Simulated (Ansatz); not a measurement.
Geometry optimisation, RKS B3LYP-D4/def2-SVP (Ansatz).

Input:

```yaml
crystal:
  periodic: [false, false, false]
  atoms:
    - { symbol: Mg, position_ang: [-1.3823, 0.6053, -1.4995] }
    - { symbol: O, position_ang: [0.71, 0.0662, -0.4173] }
    - { symbol: C, position_ang: [1.0149, -0.7577, 0.6658] }
    - { symbol: Cl, position_ang: [-3.3292, -0.186, -1.806] }
    - { symbol: H, position_ang: [0.2173, 1.1573, 0.013] }
    - { symbol: F, position_ang: [-0.5811, 2.0469, 0.1698] }
    - { symbol: H, position_ang: [1.9288, -0.3751, 1.1441] }
    - { symbol: H, position_ang: [0.2119, -0.7806, 1.4151] }
    - { symbol: H, position_ang: [1.2097, -1.7763, 0.315] }
basis:
  gaussian: { orbitals: def2-SVP }
hamiltonian:
  xc: b3lyp
  dispersion: d4
relax:
  f_tol: 0.15
  max_steps: 25
  restrain:
    - { distance: [0, 5], at: 3.28, k: 30.0 }
    - { distance: [4, 1], at: 2.27, k: 30.0 }
    - { distance: [0, 1], at: 2.07, k: 30.0 }
    - { distance: [4, 5], at: 0.88, k: 30.0 }
```

Run as:

```bash
$ ansatz run input.yaml --threads 2 --pin off --max-ram 3072MiB --backend cpu --events-out ev --progress --plain --runs-dir out
```

**Question.** Where does it end, and by what steps?

**Answer.** The run converged. The restraints hold the end off the free minimum. After 15 steps the energy has fallen by 0.067 eV (the restraints' own energy left out); H5 moved furthest, 1.07 Å. Joined: H5–F6 (1.21 → 0.92 Å).

```
step  energy less start (eV)  largest force component (eV/Å)  accepted
   0                  0.0000                           2.802       yes
   1                  0.5627                           3.082       yes
   2                  0.6893                           3.037       yes
   3                  0.6711                           3.350       yes
   4                  0.1883                           1.873       yes
   5                  0.0756                           1.994       yes
   6                  0.0064                           2.014       yes
   7                 -0.0164                           2.029       yes
   8                 -0.0535                           2.035       yes
   9                 -0.0390                           1.985        no
  10                 -0.0650                           2.036       yes
  11                 -0.0602                           2.030       yes
  12                 -0.0340                           2.071        no
  13                 -0.0615                           2.008       yes
  14                 -0.0599                           1.998       yes
  15                 -0.0675                           1.970       yes
```

```xyz
9
Properties=species:S:1:pos:R:3
Mg -1.449 -0.046 -1.145
O 0.214 -0.060 -0.044
C 1.028 -0.970 0.626
Cl -3.234 -0.190 -2.413
H 0.090 2.156 0.365
F -0.497 2.815 0.118
H 2.049 -0.556 0.756
H 0.650 -1.210 1.642
H 1.149 -1.937 0.094
```

Run time: 34 s on 2 threads of Intel(R) Xeon(R) Platinum 8488C (Sapphire Rapids), with other jobs on the host, peak memory 0.22 GiB.
